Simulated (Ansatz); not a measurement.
Isolated molecules relaxed with PBE0-D4/def2-TZVP in Ansatz; ΔE leaves out vibrations. CBS: MP2 limit from def2 TZ/QZ plus the TZ coupled-cluster correction, frozen cores. Functionals use def2-TZVPP. HSE06 is defined as in plane-wave codes. Elements past krypton have def2 core potentials. For In outer-core shells are correlated without core-valence functions, which leaves a few kJ/mol of doubt a bond. One conformer a species, not always the lowest.

Consider the isomerisation: `C=[C](F)[InH2]` → `C=[CH][InH][F]`.

| level | ΔE (kJ/mol) | difference from CCSD(T)/CBS |
| --- | --- | --- |
| LDA (SPW92) | -125.3 | 36.6 |
| BLYP-D4 | -147.9 | 14.0 |
| r2SCANh-D4 | -147.0 | 14.9 |
| CAM-B3LYP-D4 | -145.3 | 16.6 |
| ωB97M-V | -144.0 | 17.9 |
| HSE06 | -141.3 | 20.6 |
| CAM-B3LYP | -145.4 | 16.5 |
| HF/def2-SVP | -141.2 | 20.7 |
| CCSD(T)/def2-TZVPP | -150.3 | 11.6 |
| MP2/CBS(def2) | -173.2 | -11.3 |
| CCSD(T)/CBS | -161.9 | 0 |

Largest T1 diagnostic among the species: 0.015.

Leaving LDA and LC-ωPBE aside and taking each functional with its dispersion term where it has one, the values, not all of them listed here, spread over 13.3 kJ/mol, from B2PLYP to PBE-D4. LDA lies +15.7 kJ/mol from PBE without D4. At CCSD(T), def2-SVP lies +20.3 kJ/mol from the extrapolated value and def2-TZVPP +11.6 kJ/mol.
